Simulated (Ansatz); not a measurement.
All numbers were calculated with Ansatz.

A structure relaxed at PBE0-D4/def2-TZVP, charge 0, multiplicity 1:

```
atom    x (Å)    y (Å)    z (Å)
  F1  -0.0023   2.1349   0.1738
 Si2   0.4567   0.6331   0.0443
 Cl3   2.4069   0.5598   0.5286
  C4  -0.6742  -0.7412   0.0782
  O5  -0.0768  -0.2238  -1.2248
  H6  -1.7523  -0.6041   0.1075
  H7  -0.3579  -1.7587   0.2923
```

Give its formula and SMILES.

CH2ClFOSi, `F[Si]1(Cl)CO1`.

Summarise the bond lengths by kind.

1 × F–Si 1.576 Å; 1 × Cl–Si 2.011 Å; 1 × C–Si 1.780 Å; 1 × O–Si 1.622 Å; 1 × C–O 1.524 Å; 2 × C–H 1.087 Å.
